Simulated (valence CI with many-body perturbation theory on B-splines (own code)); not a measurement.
**E1 line list for Zr II**

Method: configuration interaction combined with many-body perturbation theory (CI+MBPT): three valence electrons over a frozen Dirac-Fock core [Kr], radial functions for each j: 7 s, 7 p, 8 d, 6 f, 4 g, 1 h, with the one-electron correlation potential Σ1 (screened to all orders), the two-electron term Σ2, the three-electron term Σ3, Breit, model QED; selected single and double excitations, second order for the rest, scaled by the run's own slope (own B-spline code, finite nucleus).

Against 29 measured levels this calculation errs by 246 cm⁻¹ on average and by 602 at most. These come from a selection out of the NIST Handbook of Basic Atomic Spectroscopic Data. Levels without a partner in it may be off by more, other configurations by 1,000 to 4,000 cm⁻¹.

Lines 151 to 200 of 524 in falling wavelength, among levels below 9.495 eV, chosen from the strongest by gf and those to the six lowest levels. Wavelengths and rates use the calculated energies, so an error of 200 cm⁻¹ moves a line at 369.0 nm by 0.74 % and its rate by three times that or more. Electric multipoles are in the length gauge, E1 and E2 with the static RPA response of the core. Weak lines are less certain than strong ones. Lines between different terms over intervals too small for the method are left out, as are lines whose strength nearly cancels. Where a level lies close to another of its J and parity, the split of strength between their lines is uncertain.

Names give the largest LS component (configuration and term), which can be under half, so a name can repeat, a term be missing and a line seem to break the LS rules; names also repeat where a configuration has a term twice. Letters in brackets count levels of one name in rising energy.

```tsv
λ vac (nm)	λ from measured levels	Upper	Lower	A (s⁻¹)	S (a.u.)
369.7		4d²6s ²P_1/2	4d²5p ²D°_3/2 [c]	1.63e+08	8.12e+00
369.0	372.0	4d²5p ²D°_3/2 [a]	4d³ ⁴F_5/2	2.90e+06	2.87e-01
367.3		4d²5p ²P°_3/2 [c]	4d²5s ²S_1/2	7.53e+07	7.37e+00
365.2		4d²6s ⁴F_5/2	4d²5p ⁴D°_3/2 [a]	3.22e+07	4.65e+00
365.1		4d²5p ²H°_9/2	4d²5s ²G_7/2	1.01e+08	2.42e+01
364.8	367.6	4d²5p ²D°_3/2 [a]	4d³ ⁴F_3/2	4.09e+07	3.91e+00
364.6	361.4	4d²5p ⁴G°_5/2	4d²5s ⁴F_5/2	2.22e+07	3.19e+00
363.9		4d²6s ²G_7/2	4d²5p ²F°_5/2 [d]	5.44e+07	1.03e+01
363.2		4d²5d ²F_5/2 [c]	4d²5p ²D°_3/2 [d]	4.02e+07	5.70e+00
363.1		4d²6s ⁴F_7/2	4d²5p ⁴D°_5/2 [a]	3.62e+07	6.84e+00
363.0		4d²5d ²F_7/2 [c]	4d²5p ²D°_5/2 [d]	2.97e+07	5.62e+00
360.5	357.3	4d²5p ⁴G°_5/2	4d²5s ⁴F_3/2	9.32e+07	1.29e+01
359.5		4d²5p ⁴F°_3/2	4d³ ⁴F_5/2	1.12e+07	1.03e+00
359.5		4d²6s ²D_5/2	4d²5p ²F°_7/2 [b]	6.90e+07	9.49e+00
359.4		4d²5p ²F°_7/2 [c]	4d5s² ²D_5/2	2.42e+07	4.45e+00
359.3	361.6	4d²5p ⁴F°_5/2	4d³ ⁴F_5/2	5.31e+07	7.29e+00
359.0		4d²6s ²P_3/2	4d²5p ²P°_3/2 [b]	6.10e+07	5.57e+00
358.8	355.3	4d²5p ⁴G°_7/2	4d²5s ⁴F_7/2	2.86e+07	5.22e+00
358.2		4d²6s ²G_9/2	4d²5p ²F°_7/2 [c]	6.51e+07	1.48e+01
357.7		4d²6s ⁴F_9/2	4d²5p ⁴D°_7/2 [a]	5.64e+07	1.27e+01
357.6		4d²5d ⁴P_5/2 [a]	4d²5p ⁴S°_3/2	4.05e+07	5.49e+00
357.4		4d²5p ²H°_11/2	4d²5s ²G_9/2	1.09e+08	2.95e+01
355.7	357.8	4d²5p ⁴F°_7/2	4d³ ⁴F_7/2	6.12e+07	1.09e+01
355.6		4d²5p ⁴F°_3/2	4d³ ⁴F_3/2	2.10e+07	1.87e+00
355.5		4d²6s ²G_9/2	4d²5p ²H°_11/2	9.53e+07	2.11e+01
355.5		4d²6s ⁴P_5/2	4d²5p ⁴D°_7/2 [b]	5.42e+07	7.21e+00
355.3	357.4	4d²5p ⁴F°_5/2	4d³ ⁴F_3/2	8.61e+06	1.14e+00
354.3	350.7	4d²5p ⁴G°_9/2	4d²5s ⁴F_9/2	2.13e+07	4.67e+00
354.0		4d²6s ⁴P_3/2	4d²5p ⁴D°_5/2 [b]	4.72e+07	4.13e+00
353.8		4d²6s ²D_3/2	4d²5p ²F°_5/2 [b]	4.66e+07	4.08e+00
353.8	355.8	4d²5p ⁴F°_9/2	4d³ ⁴F_9/2	7.27e+07	1.59e+01
353.1	349.7	4d²5p ⁴G°_7/2	4d²5s ⁴F_5/2	1.15e+08	2.01e+01
352.3	348.0	4d²5p ²G°_7/2 [a]	4d²5s ²F_5/2	9.60e+07	1.66e+01
352.1	348.2	4d²5p ²G°_9/2 [a]	4d²5s ²F_7/2	1.06e+08	2.28e+01
350.7	352.7	4d²5p ⁴F°_7/2	4d³ ⁴F_5/2	9.00e+06	1.53e+00
350.4		4d²5p ²F°_5/2 [a]	4d²5s ⁴F_7/2	2.75e+06	3.50e-01
350.1		4d²5p ²D°_5/2 [a]	4d³ ⁴F_5/2	2.64e+06	3.35e-01
348.5		4d²5p ²S°_1/2	4d³ ²P_3/2	1.08e+08	4.51e+00
348.0		4d²5p ²G°_9/2 [b]	4d³ ²H_11/2	1.17e+08	2.43e+01
348.0		4d²6s ²G_7/2	4d²5p ²H°_9/2	1.02e+08	1.70e+01
347.4	343.9	4d²5p ⁴G°_9/2	4d²5s ⁴F_7/2	1.40e+08	2.90e+01
345.6		4d²6s ⁴F_3/2	4d²5p ⁴F°_3/2	5.44e+07	4.43e+00
345.0		4d²5p ²F°_5/2 [a]	4d²5s ⁴F_5/2	3.14e+06	3.82e-01
344.7		4d²6s ⁴F_7/2	4d²5p ⁴F°_7/2	6.40e+07	1.03e+01
344.5	342.0	4d²5p ²F°_7/2 [a]	4d²5s ⁴F_9/2	1.18e+06	1.90e-01
344.2		4d²5p ²G°_7/2 [b]	4d³ ²H_9/2	1.42e+08	2.29e+01
343.9		4d²6s ⁴F_9/2	4d²5p ⁴F°_9/2	9.34e+07	1.88e+01
343.8		4d²5p ²S°_1/2	4d³ ²P_1/2	1.00e+08	4.01e+00
343.0		4d²5d ⁴F_7/2 [c]	4d5s5p ⁴P°_5/2	2.44e+07	3.89e+00
342.9		4d²6s ⁴F_5/2	4d²5p ⁴F°_5/2	4.68e+07	5.58e+00
```
